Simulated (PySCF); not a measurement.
Species: `C(C1C=C[C@@](F)(C=1)C)#N`. The columns A, B, C and D hold Mulliken, IAO, Hirshfeld and ESP-fitted charges (e) of one PBE0/pcSseg-1 density (PySCF), in a shuffled order. Coordinates in Å (GFN2-xTB); the density's dipole moment is (-3.52, 0.55, 1.42) D.

```json
{"atom": "C1", "x": "-1.849", "y": "-0.655", "z": "0.289", "A": "-0.684", "B": "-0.427", "C": "-0.203", "D": "-0.121"}
{"atom": "C2", "x": "-0.820", "y": "0.167", "z": "-0.495", "A": "+0.731", "B": "+0.309", "C": "+0.077", "D": "+0.107"}
{"atom": "F3", "x": "-1.428", "y": "0.604", "z": "-1.660", "A": "-0.281", "B": "-0.313", "C": "-0.311", "D": "-0.111"}
{"atom": "C4", "x": "-0.286", "y": "1.310", "z": "0.334", "A": "-0.401", "B": "-0.162", "C": "-0.050", "D": "-0.046"}
{"atom": "C5", "x": "1.009", "y": "1.117", "z": "0.582", "A": "-0.120", "B": "-0.144", "C": "+0.024", "D": "-0.037"}
{"atom": "C6", "x": "1.453", "y": "-0.103", "z": "-0.108", "A": "+0.012", "B": "-0.046", "C": "-0.186", "D": "+0.012"}
{"atom": "C7", "x": "2.772", "y": "-0.587", "z": "-0.055", "A": "+0.391", "B": "+0.141", "C": "+0.163", "D": "+0.078"}
{"atom": "N8", "x": "3.850", "y": "-0.972", "z": "0.004", "A": "-0.447", "B": "-0.226", "C": "-0.231", "D": "-0.209"}
{"atom": "C9", "x": "0.418", "y": "-0.644", "z": "-0.776", "A": "-0.383", "B": "-0.127", "C": "+0.029", "D": "-0.023"}
{"atom": "H10", "x": "-1.406", "y": "-1.027", "z": "1.209", "A": "+0.201", "B": "+0.160", "C": "+0.132", "D": "+0.049"}
{"atom": "H11", "x": "-2.181", "y": "-1.493", "z": "-0.319", "A": "+0.188", "B": "+0.156", "C": "+0.133", "D": "+0.050"}
{"atom": "H12", "x": "-2.705", "y": "-0.028", "z": "0.524", "A": "+0.189", "B": "+0.157", "C": "+0.134", "D": "+0.051"}
{"atom": "H13", "x": "-0.913", "y": "2.113", "z": "0.670", "A": "+0.210", "B": "+0.169", "C": "+0.101", "D": "+0.063"}
{"atom": "H14", "x": "1.665", "y": "1.730", "z": "1.171", "A": "+0.174", "B": "+0.173", "C": "+0.093", "D": "+0.066"}
{"atom": "H15", "x": "0.416", "y": "-1.523", "z": "-1.392", "A": "+0.218", "B": "+0.177", "C": "+0.097", "D": "+0.070"}
```

Q: Which column most likely holds the ESP-fitted charges?

A: A. Σ q r misses the density's dipole by 0.03 D (A), 1.12 D (D), 1.62 D (B), 1.90 D (C). Charges fitted to the outside potential are the only set here that is tied to the molecule's multipoles.

Q: And the Hirshfeld charges?

A: D. The mean sizes are 0.073 e (D), 0.131 e (C), 0.192 e (B), 0.309 e (A), and Hirshfeld charges are commonly the smallest of these schemes.

As computed, A = ESP-fitted, B = IAO, C = Mulliken, D = Hirshfeld. Hydrogens on carbon: ESP-fitted +0.17 to +0.22, IAO +0.16 to +0.18, Mulliken +0.09 to +0.13, Hirshfeld +0.05 to +0.07 e.

The IAO scheme counts the electrons in orthogonalised intrinsic atomic orbitals, a minimal basis polarised so that it spans the occupied orbitals exactly. The Mulliken scheme gives each basis function's population to the atom it is centred on and halves the overlap population of two atoms between them.

Isolated species at its GFN2-xTB geometry, gas phase.

The run behind these numbers computed NMR shieldings as well. The run took 48 s of wall time on one thread, Arm Neoverse N1 (aarch64), shared host, and the process peaked at 0.82 GiB of memory.
